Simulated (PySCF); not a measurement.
## Electron correlation in Xe²⁺ (xenon, charge +2)

[Kr] 4d10 5s1 5p5, high-spin 3P determinant (an excited configuration). Calculation: PySCF 2.14, in ANO-RCC-VTZP (7s6p4d2f1g, 68 functions); scalar relativity by spin-free X2C-1e. Frozen: [Ar] 3d10; 24 electrons correlated.

```
  level  correlation energy (mhartree)
   CCSD                        -733.41
    (T)                         -28.26
CCSD(T)                        -761.67
```

Diagnostics: T1 = 0.0080, D1 = 0.0338, largest double amplitude 0.154.

Is a single reference adequate?

Not fully. A double-excitation amplitude exceeds 0.15, a sign of near-degeneracy.
